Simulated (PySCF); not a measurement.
PySCF input for (E)-1-chloro-1-fluoroprop-1-ene (C₃H₄ClF), SMILES C(/F)(=C/C)Cl, PBE-D3(BJ)/def2-SVP. Geometry: PBE-D3(BJ)/def2-SVP.

```python
import numpy as np
from pyscf import gto, scf, dft, df
from pyscf.hessian import thermo

mol = gto.M(
    atom='''
    C     0.26742726    2.40402270   -0.00000000
    C     0.70859522    0.97238247   -0.00000000
    C    -0.13674918   -0.07247484   -0.00000000
    F    -1.46832127    0.06571652    0.00000000
    Cl    0.34812547   -1.73688657    0.00000000
    H     0.65679364    2.94221998    0.89054181
    H    -0.83523148    2.49136266   -0.00000000
    H     0.65679364    2.94221998   -0.89054180
    H     1.78276274    0.73623836   -0.00000000
    ''',
    basis='def2-SVP',
    charge=0,
    spin=0,
    max_memory=1600,
    verbose=3,
)
mf = dft.RKS(mol, xc='pbe').density_fit(auxbasis='def2-universal-jkfit')
mf.disp = 'd3bj'
mf.grids.level = 3
mf.conv_tol = 1e-11
mf.max_cycle = 100
mf.kernel()

# [left out here: the lines that compute and print the analytic Hessian (its translational invariance restored by hand, since the grid's response is missing), thermochemistry and intensities]
```

It prints:

```
converged SCF energy = -676.00419878871

WARN: DFTD3 does not support analytical Hessian, using finite difference


WARN: Mole.unit (angstrom) is changed to Bohr

Mode                                 0                   1                   2
Irrep
Freq [cm^-1]                      140.4833            202.1845            220.7975
Reduced mass [au]                   1.0615              3.0093              3.9926
Force const [Dyne/A]                0.0123              0.0725              0.1147
Char temp [K]                     202.1242            290.8985            317.6785
Normal mode                   x     y     z       x     y     z       x     y     z
       0   C                 0.00  0.00  0.02   -0.00 -0.00 -0.11    0.14  0.04 -0.00
       1   C                -0.00  0.00  0.03    0.00  0.00  0.17   -0.07 -0.02  0.00
       2   C                -0.00  0.00 -0.01    0.00  0.00  0.10   -0.09 -0.00  0.00
       3   F                -0.00 -0.00 -0.04    0.00  0.00  0.02   -0.10 -0.08  0.00
       4  Cl                 0.00  0.00  0.01   -0.00 -0.00 -0.05    0.04  0.03 -0.00
       5   H                 0.47  0.14 -0.27   -0.05  0.20 -0.21    0.23 -0.02 -0.00
       6   H                 0.00  0.00  0.57   -0.00 -0.00 -0.20    0.15  0.22 -0.00
       7   H                -0.47 -0.14 -0.27    0.05 -0.20 -0.21    0.23 -0.02  0.00
       8   H                -0.00 -0.00  0.02    0.00  0.00  0.25   -0.09 -0.12  0.00
Mode                                 3                   4                   5
Irrep
Freq [cm^-1]                      372.3770            455.5566            541.9343
Reduced mass [au]                   7.7655              8.4003              7.6399
Force const [Dyne/A]                0.6344              1.0271              1.3220
Char temp [K]                     535.7676            655.4445            779.7228
Normal mode                   x     y     z       x     y     z       x     y     z
       0   C                 0.02  0.12 -0.00   -0.01  0.10 -0.00   -0.00  0.00 -0.00
       1   C                -0.00  0.09  0.00   -0.08  0.05  0.00   -0.00  0.00 -0.10
       2   C                 0.07  0.02 -0.00   -0.02 -0.01 -0.00    0.00  0.00  0.25
       3   F                 0.06 -0.13  0.00   -0.01  0.10  0.00   -0.00  0.00 -0.06
       4  Cl                -0.06 -0.03 -0.00    0.04 -0.11  0.00    0.00 -0.00 -0.02
       5   H                 0.04  0.11 -0.00    0.06  0.06 -0.00    0.03 -0.09  0.05
       6   H                 0.02  0.17 -0.00    0.00  0.22 -0.00   -0.00  0.00  0.05
       7   H                 0.04  0.11  0.00    0.06  0.06  0.00   -0.03  0.09  0.05
       8   H                 0.01  0.13  0.00   -0.07  0.08  0.00    0.00  0.00 -0.17
Mode                                 6                   7                   8
Irrep
Freq [cm^-1]                      746.5613            781.9427            973.8887
Reduced mass [au]                   3.2118              1.1224              1.7765
Force const [Dyne/A]                1.0547              0.4044              0.9927
Char temp [K]                    1074.1355           1125.0415           1401.2090
Normal mode                   x     y     z       x     y     z       x     y     z
       0   C                 0.03  0.03 -0.00   -0.00  0.00 -0.03    0.05  0.12  0.00
       1   C                 0.15  0.04  0.00   -0.00 -0.00 -0.09   -0.04 -0.08 -0.00
       2   C                -0.03  0.11 -0.00    0.00 -0.00  0.01   -0.03 -0.10  0.00
       3   F                -0.11 -0.02  0.00    0.00  0.00  0.02    0.05  0.01 -0.00
       4  Cl                 0.01 -0.04  0.00   -0.00  0.00 -0.01   -0.00  0.02  0.00
       5   H                -0.19  0.15  0.02    0.07 -0.18  0.05   -0.26  0.26  0.04
       6   H                 0.00 -0.34  0.00   -0.00  0.00  0.09    0.01 -0.25 -0.00
       7   H                -0.19  0.15 -0.02   -0.07  0.18  0.05   -0.26  0.26 -0.04
       8   H                 0.12 -0.10  0.00   -0.00  0.00  0.89   -0.11 -0.43 -0.00
Mode                                 9                  10                  11
Irrep
Freq [cm^-1]                     1000.8732           1036.9898           1120.7595
Reduced mass [au]                   1.4522              4.3799              2.1525
Force const [Dyne/A]                0.8571              2.7750              1.5930
Char temp [K]                    1440.0337           1491.9974           1612.5233
Normal mode                   x     y     z       x     y     z       x     y     z
       0   C                 0.00 -0.00 -0.13    0.04 -0.08  0.00   -0.11  0.05  0.00
       1   C                -0.00  0.00  0.11   -0.10  0.07 -0.00    0.10 -0.09 -0.00
       2   C                -0.00  0.00 -0.01   -0.09  0.15  0.00   -0.08  0.08 -0.00
       3   F                 0.00 -0.00  0.00    0.09 -0.01 -0.00    0.04 -0.01  0.00
       4  Cl                -0.00 -0.00 -0.00    0.00 -0.02  0.00    0.00 -0.00  0.00
       5   H                 0.07 -0.50  0.15   -0.04 -0.07  0.03    0.12 -0.01 -0.06
       6   H                 0.00 -0.00  0.28    0.03 -0.23 -0.00   -0.08  0.46  0.00
       7   H                -0.07  0.50  0.15   -0.04 -0.07 -0.03    0.12 -0.01  0.06
       8   H                -0.00 -0.00 -0.19   -0.18 -0.25  0.00    0.03 -0.41  0.00
Mode                                12                  13                  14
Irrep
Freq [cm^-1]                     1278.2763           1347.2002           1406.3359
Reduced mass [au]                   1.6256              1.3718              1.0411
Force const [Dyne/A]                1.5650              1.4669              1.2132
Char temp [K]                    1839.1550           1938.3212           2023.4043
Normal mode                   x     y     z       x     y     z       x     y     z
       0   C                -0.04  0.02  0.00    0.02 -0.13  0.00   -0.00  0.00  0.05
       1   C                -0.02  0.08  0.00   -0.02  0.05 -0.00    0.00 -0.00  0.02
       2   C                 0.14 -0.02 -0.00    0.05 -0.01 -0.00   -0.00 -0.00 -0.00
       3   F                -0.05  0.01  0.00   -0.02  0.00 -0.00    0.00 -0.00  0.00
       4  Cl                -0.00  0.00 -0.00   -0.00 -0.00  0.00    0.00  0.00 -0.00
       5   H                 0.18 -0.17  0.01   -0.11  0.42 -0.26    0.44 -0.20 -0.04
       6   H                -0.05 -0.14 -0.00    0.06  0.40  0.00   -0.00 -0.00 -0.70
       7   H                 0.18 -0.17 -0.01   -0.11  0.42  0.26   -0.44  0.20 -0.04
       8   H                -0.17 -0.64 -0.00   -0.07 -0.18  0.00    0.00  0.00 -0.03
Mode                                15                  16                  17
Irrep
Freq [cm^-1]                     1409.0313           1706.9864           2963.7640
Reduced mass [au]                   1.0673              8.5713              1.0391
Force const [Dyne/A]                1.2485             14.7148              5.3775
Char temp [K]                    2027.2824           2455.9734           4264.1965
Normal mode                   x     y     z       x     y     z       x     y     z
       0   C                 0.05 -0.01  0.00    0.00  0.03  0.00    0.00  0.05  0.00
       1   C                 0.00  0.01  0.00   -0.10 -0.17 -0.00    0.00  0.00  0.00
       2   C                 0.04  0.02 -0.00    0.14  0.15 -0.00   -0.00 -0.00  0.00
       3   F                -0.02  0.00  0.00   -0.03 -0.00  0.00    0.00 -0.00 -0.00
       4  Cl                -0.00 -0.00 -0.00    0.00 -0.00  0.00    0.00  0.00  0.00
       5   H                -0.42 -0.24  0.33   -0.00  0.07 -0.03   -0.22 -0.29 -0.51
       6   H                 0.07  0.48 -0.00   -0.00 -0.06 -0.00    0.40 -0.02  0.00
       7   H                -0.42 -0.24 -0.33   -0.00  0.07  0.03   -0.22 -0.29  0.51
       8   H                -0.02 -0.09 -0.00   -0.06  0.13  0.00    0.01  0.00  0.00
Mode                                18                  19                  20
Irrep
Freq [cm^-1]                     3029.5800           3085.8214           3139.5139
Reduced mass [au]                   1.1014              1.1013              1.0914
Force const [Dyne/A]                5.9563              6.1788              6.3382
Char temp [K]                    4358.8910           4439.8100           4517.0614
Normal mode                   x     y     z       x     y     z       x     y     z
       0   C                -0.00 -0.00  0.09    0.09  0.01  0.00   -0.01 -0.00 -0.00
       1   C                -0.00  0.00  0.00   -0.01  0.00  0.00   -0.08  0.01  0.00
       2   C                 0.00 -0.00  0.00    0.00  0.00 -0.00    0.00  0.01 -0.00
       3   F                 0.00  0.00 -0.00   -0.00  0.00  0.00    0.00  0.00 -0.00
       4  Cl                 0.00  0.00  0.00   -0.00 -0.00  0.00    0.00 -0.00  0.00
       5   H                -0.25 -0.33 -0.53   -0.08 -0.12 -0.22    0.01  0.02  0.03
       6   H                -0.00  0.00  0.02   -0.86  0.06 -0.00    0.10 -0.01  0.00
       7   H                 0.25  0.33 -0.53   -0.08 -0.12  0.22    0.01  0.02 -0.03
       8   H                -0.00  0.00 -0.00    0.11 -0.02 -0.00    0.93 -0.20 -0.00
temperature 298.1500 [K]
pressure 101325.00 [Pa]
Rotational constants [GHz] 8.63732 2.37877 1.88738
Symmetry number 1
Zero-point energy (ZPE) 0.06142 [Eh]   161261.742 [J/mol]
                           tot       elec      trans        rot        vib
Entropy [J/mol/K]       319.017      0.000    165.476    110.956     42.585
Cv [J/mol/K]             79.042      0.000     12.472     12.472     54.098
Cp [J/mol/K]             87.356      0.000     20.786     12.472     54.098
Internal energy [J/mol]                      3718.434   3718.434 168840.991
Internal energy [Eh]   -675.93706  -676.00420
Enthalpy [J/mol]                             6197.391   3718.434 168840.991
Enthalpy [Eh]          -675.93611
Gibbs free energy [J/mol]                  -43139.373 -29362.974 156144.183
Gibbs free energy [Eh] -675.97234
mode   freq/cm-1   IR/(km/mol)
   1      140.48         0.081
   2      202.18         1.160
   3      220.80         1.569
   4      372.38         3.474
   5      455.56         3.264
   6      541.93         0.191
   7      746.56        18.565
   8      781.94        19.466
   9      973.89        65.743
  10     1000.87         0.006
  11     1036.99        94.661
  12     1120.76        49.873
  13     1278.28        56.490
  14     1347.20         3.457
  15     1406.34         8.343
  16     1409.03         1.077
  17     1706.99        96.229
  18     2963.76        23.954
  19     3029.58         9.511
  20     3085.82         4.628
  21     3139.51         4.173
max |gradient| / (hartree/bohr): 1.9871298508945427e-05
APT charges: [ 0.0276 -0.1695  0.8748 -0.4818 -0.3077 -0.0079  0.0234 -0.0079  0.0488]
```

The run converged.

Cost: roughly 110 core-seconds.
